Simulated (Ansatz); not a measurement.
Ca3⁺, relaxed as a doublet with UKS PBE0/def2-TZVP in Ansatz, starting from the GFN2-xTB geometry. Force threshold 0.02 eV/Å.

The structure comes from a short search, and lower isomers may exist.

Start:

```xyz
3

Ca    1.672   -0.079   -1.163
Ca   -1.619   -1.164   -0.471
Ca   -0.052    1.243    1.634
```

Task: Estimate the energy that the relaxation releases and the steps that it takes.

Result: 20.6 kJ/mol, in 6 steps; 51 s on 4 threads of Arm Neoverse V1 on a shared host. No frequencies were taken in this run, so the end may be a saddle point.

Task: Does the start keep its bonding and symmetry?

Result: By distances, no bond broke or formed, bridged metal pairs apart. The bond that changes most is Ca2–Ca3, from 3.56 to 4.32 Å (atoms count from 1). Metal–metal contacts that move far: Ca2–Ca3 3.56 to 4.32 Å. The end is the same structure that another start reached, the lowest one found. Point group Cs at the start, C2v at the end, both within 0.05 Å.

Task: Predict the relaxed structure.

Result: 
```xyz
3

Ca    1.658   -0.073   -1.147
Ca   -1.778   -1.425   -0.706
Ca    0.120    1.498    1.854
```
Bond lengths (bridged metal pairs left out): 2 × Ca–Ca 3.72 Å.
